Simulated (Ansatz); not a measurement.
System: BCl, net charge 1, doublet state. 
Structure (B3LYP-D3(BJ)/def2-TZVP (Ansatz, a program for electronic structure) minimum search):
SMILES: [B][Cl+]
```xyz
2

B      0.0000     0.0000    -1.2365
Cl     0.0000     0.0000     0.3637
```
Charge +1, spin multiplicity 2.

Wanted: vertical electron affinity (to the singlet state of charge +0; a negative value means that the extra electron is unbound and the number depends on the basis; each state is the SCF solution reached for its spin; for the singlet the Hartree-Fock reference is unstable and T1 is 0.015), in eV. Cores are frozen in the correlated levels unless marked. UHF or UKS for open shells. Spin-orbit coupling is left out. No relativistic terms. CBS(X,Y): correlation extrapolated as X^-3; Hartree-Fock from the larger set.

| level | program | vertical electron affinity (eV) | minus last row |
|---|---|---|---|
| PBE/def2-TZVPD | Ansatz | 9.46 | -0.33 |
| B3LYP/def2-TZVPD | Ansatz | 9.64 | -0.15 |
| BHLYP/def2-TZVPD | Ansatz | 9.54 | -0.25 |
| wB97M-V/def2-TZVPD | Ansatz | 9.73 | -0.06 |
| CCSD/aug-cc-pV(D+d)Z | Ansatz | 9.59 | -0.20 |
| CCSD/aug-cc-pV(T+d)Z | Ansatz | 9.68 | -0.11 |
| CCSD/def2-TZVPPD | Ansatz | 9.66 | -0.13 |
| CCSD(T)/aug-cc-pV(Q+d)Z | Ansatz | 9.75 | -0.04 |
| CCSD(T)/CBS(def2-TZVPPD,def2-QZVPPD) | Ansatz | 9.79 | 0.00 |
| CCSD(T)/CBS(aug-cc-pV(T+d)Z,aug-cc-pV(Q+d)Z) | Ansatz | 9.79 | 0.00 |
